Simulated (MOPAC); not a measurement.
Input file for MOPAC: PM6 on ZnC, 2S+1 = 3, a spin state set in the input, which need not be the lowest, a point of a bond scan (R = 1.843 Å).

```
PM6 1SCF PRECISE CHARGE=0 UHF MS=1 THREADS=1
CZn

Zn     0.00000000 1     0.00000000 1     0.00000000 1
C      0.00000000 1     0.00000000 1     1.84313600 1
```

The log:

```
*******************************************************************************
 **                                                                           **
 **                              MOPAC v23.2.5                                **
 **                                                                           **
 *******************************************************************************
 ** MOPAC's Digital Object Identifier: https://doi.org/10.5281/zenodo.6511958 **
 **                                                                           **
 ** Please cite the open-source release paper for use of this MOPAC version:  **
 ** J. E. Moussa and J. J. P. Stewart (2026)                                  **
 ** MOPAC: An open-source semiempirical molecular orbital program             **
 ** J. Open Source Softw., 11(119), 8025, https://doi.org/10.21105/joss.08025 **
 *******************************************************************************

                              PM6 CALCULATION RESULTS

 *******************************************************************************
 *  PM6        - The PM6 Hamiltonian to be used
 *  UHF        - UNRESTRICTED HARTREE-FOCK CALCULATION
 *
 *
 *
 *                 CHARGE ON SYSTEM = 0
 *
 *
 *
 *  MS=        - IN MECI, MAGNETIC COMPONENT OF SPIN =  1.0
 *  PRECISE    - TIGHTER CRITERIA TO BE USED
 *  1SCF       - DO 1 SCF AND THEN STOP
 *  THREADS=1  - MULTI-THREADING NOT USED
 *  T=         - A TIME OF 172800.0 SECONDS REQUESTED
 *  DUMP=N     - RESTART FILE WRITTEN EVERY 7200.0 SECONDS REQUESTED
 *******************************************************************************
PM6 1SCF PRECISE CHARGE=0 UHF MS=1 THREADS=1
 CZn

   ATOM   CHEMICAL          X               Y               Z
  NUMBER   SYMBOL      (ANGSTROMS)     (ANGSTROMS)     (ANGSTROMS)

     1      Zn          0.00000000  *   0.00000000  *   0.00000000  *
     2       C          0.00000000  *   0.00000000  *   1.84313600  *



          CARTESIAN COORDINATES

    NO.       ATOM           X           Y           Z

     1        Zn          0.0000      0.0000      0.0000
     2         C          0.0000      0.0000      1.8431

 General Reference for PM6:
 "Optimization of Parameters for Semiempirical Methods V: Modification of NDDO Approximations
 and Application to 70 Elements", J. J. P. Stewart, J. Mol. Mod., 13, 1173-1213 (2007)
 URL: https://link.springer.com/article/10.1007/s00894-007-0233-4

           Empirical Formula: C Zn  =     2 atoms



      MOLECULAR POINT GROUP   :   C*v


          UHF CALCULATION, NO. OF ALPHA ELECTRONS =    4
                           NO. OF BETA  ELECTRONS =    2

 -------------------------------------------------------------------------------
 PM6 1SCF PRECISE CHARGE=0 UHF MS=1 THREADS=1
 CZn



     1SCF WAS SPECIFIED, SO BFGS WAS NOT USED
     SCF FIELD WAS ACHIEVED


                              PM6 CALCULATION
                                                       MOPAC v23.2.5 Linux




          FINAL HEAT OF FORMATION =        154.62013 KCAL/MOL =     646.93062 KJ/MOL


          COSMO AREA              =         63.11 SQUARE ANGSTROMS
          COSMO VOLUME            =         44.63 CUBIC ANGSTROMS

          IONIZATION POTENTIAL    =          8.961157 EV
          ALPHA SOMO LUMO (EV)    =         -9.668 -0.550
          BETA  SOMO LUMO (EV)    =         -8.961 -2.222
          NO. OF ALPHA ELECTRONS  =          4
          NO. OF BETA  ELECTRONS  =          2
          MOLECULAR WEIGHT        =         77.3910         POINT GROUP:  C*v

          MOLECULAR DIMENSIONS (Angstroms)

            Atom       Atom       Distance
            C     2   Zn     1     1.84314
            C     2   Zn     1     0.00000
           Zn     1    C     2     0.00000


          SCF CALCULATIONS        =          1





   ATOM   CHEMICAL          X               Y               Z
  NUMBER   SYMBOL      (ANGSTROMS)     (ANGSTROMS)     (ANGSTROMS)

     1      Zn          0.00000000  *   0.00000000  *   0.00000000  *
     2       C          0.00000000  *   0.00000000  *   1.84313600  *

                             CARTESIAN COORDINATES

   1   Zn        0.000000000     0.000000000     0.000000000
   2    C        0.000000000     0.000000000     1.843136000


           Empirical Formula: C Zn  =     2 atoms



      MOLECULAR POINT GROUP   :   C*v


          ALPHA EIGENVALUES
 -19.78672 -11.10591  -9.66823  -9.66823  -0.54964  -0.47147  -0.47147   4.94112


           BETA EIGENVALUES
 -19.24303  -8.96116  -2.22216  -2.22216  -0.24368   2.19694   2.19694   3.18674


              NET ATOMIC CHARGES AND DIPOLE CONTRIBUTIONS

  ATOM NO.   TYPE          CHARGE      No. of ELECS.   s-Pop       p-Pop
    1         Zn           0.037021        1.9630     1.48778     0.47520
    2          C          -0.037021        4.0370     1.55593     2.48109
 DIPOLE           X         Y         Z       TOTAL
 POINT-CHG.     0.000     0.000    -0.328     0.328
 HYBRID        -0.000    -0.000     0.032     0.032
 SUM           -0.000    -0.000    -0.295     0.295


          ATOMIC ORBITAL ELECTRON POPULATIONS

     Atom    s        px        py        pz
    1 Zn   1.48778   0.04071   0.04071   0.39378
    2  C   1.55593   0.95929   0.95929   0.56251


                    (SZ)    =    1.000000
                    (S**2)  =    2.518739


          ATOMIC ORBITAL SPIN POPULATIONS

    Atom   Total    s     px     py     pz
         Atomic
    1 Zn -0.5311 -0.288  0.041  0.041 -0.324
    2  C  2.5311  0.154  0.959  0.959  0.459

 **********************
 *                    *
 * JOB ENDED NORMALLY *
 *                    *
 **********************




 == MOPAC DONE ==
```

The run finished. Its determinant has ⟨S²⟩ = 2.52, a mixture of spin states.

Cost: about 0.020 core-seconds (a rough figure).
